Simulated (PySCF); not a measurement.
C₃H₆OSi. Atoms are numbered in the order given.

```xyz
11

O      1.9478     0.1265     0.8898
C      0.8352    -0.0037     0.4409
C     -0.2615    -1.0268     0.8352
C     -1.4086    -0.6420    -0.1474
Si    -0.3778     0.7814    -0.9250
H      0.1217    -2.0644     0.7174
H     -0.5194    -0.9091     1.9109
H     -2.3380    -0.3168     0.3588
H     -1.6751    -1.4511    -0.8547
H     -0.8752     2.1865    -0.6957
H      0.0026     0.6386    -2.3773
```
Charge 0, spin multiplicity 1.

Coordinates come from a PBE-D3(BJ)/def2-SVP optimisation. A frequency run showed that this geometry is not a minimum. This is a generated structure with no PubChem entry under its InChIKey; it may be hypothetical.

These are TDA-PBE0/def2-SVPD run with PySCF 2.14.0 values and carry that method's errors.

Vertical excitations. 

```tsv
state	energy (eV)	λ (nm)	f	main pairs
S1	3.21	387	0.002	HOMO→LUMO 98 %
S2	5.47	227	0.072	HOMO→LUMO+1 94 %
S3	5.82	213	0.002	HOMO−1→LUMO 99 %
S4	6.07	204	0.013	HOMO→LUMO+2 99 %
S5	6.86	181	0.013	HOMO→LUMO+3 56 %, HOMO−2→LUMO 42 %
S6	7.10	175	0.000	HOMO−4→LUMO 94 %
S7	7.17	173	0.116	HOMO−2→LUMO 33 %, HOMO−1→LUMO+1 24 %, HOMO→LUMO+3 20 %, HOMO→LUMO+4 16 %
S8	7.32	169	0.025	HOMO→LUMO+4 80 %
S9	7.39	168	0.032	HOMO→LUMO+5 46 %, HOMO−1→LUMO+1 36 %
S10	7.61	163	0.061	HOMO→LUMO+5 39 %, HOMO−3→LUMO 19 %, HOMO−1→LUMO+1 17 %, HOMO→LUMO+3 6 %
T1	2.49	498	0	HOMO→LUMO 98 %
T2	4.86	255	0	HOMO→LUMO+1 94 %
T3	5.45	228	0	HOMO−2→LUMO 42 %, HOMO−5→LUMO 32 %, HOMO−3→LUMO 19 %
T4	5.52	225	0	HOMO−1→LUMO 96 %
```
Triplets are in the Tamm–Dancoff approximation.
